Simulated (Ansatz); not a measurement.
Calculated with Ansatz (gas phase, PBE0-D4/def2-TZVP geometries, no zero-point term in ΔE). CCSD(T)/CBS adds triple-zeta CCSD(T) − MP2 to the extrapolated MP2 energy (def2 sets, frozen cores). Functionals use def2-TZVPP. B3LYP here is the variant with VWN-RPA as its local correlation; programs differ in this. HSE06 is defined as in plane-wave codes. For Ga outer-core shells are correlated without core-valence functions, which leaves a few kJ/mol of doubt a bond. Scalar relativity is left out up to krypton. One conformer a species, not always the lowest.

`[NH2][Ga]([SH])[Cl]` + `F[SiH]1BO1` → `[F][Ga]([SH])[Cl]` + `N[SiH]1BO1`  (redistribution)

```csv
level,ΔE (kJ/mol)
LDA (SPW92),27.6
ωB97M-V,27.4
PBE,22.2
r2SCAN,26.2
B3LYP,25.7
HSE06,24.8
SCS-MP2/def2-TZVPP,30.5
MP2/def2-QZVPP,34.2
```

Q: What does CCSD(T)/CBS give? (An estimate is asked.)

A: The calculation gave: +35.7 kJ/mol. The listed levels differ from it by -8.1, -8.3, -13.5, -9.5, -10.0, -10.9, -5.2, -1.5 kJ/mol.

Largest T1 diagnostic among the species: 0.015.

From BLYP to BHLYP (50 % exact exchange), in def2-TZVPP and without D4, ΔE moves by +4.8 kJ/mol. At CCSD(T), def2-SVP lies −24.4 kJ/mol from the extrapolated value and def2-TZVPP −4.9 kJ/mol.
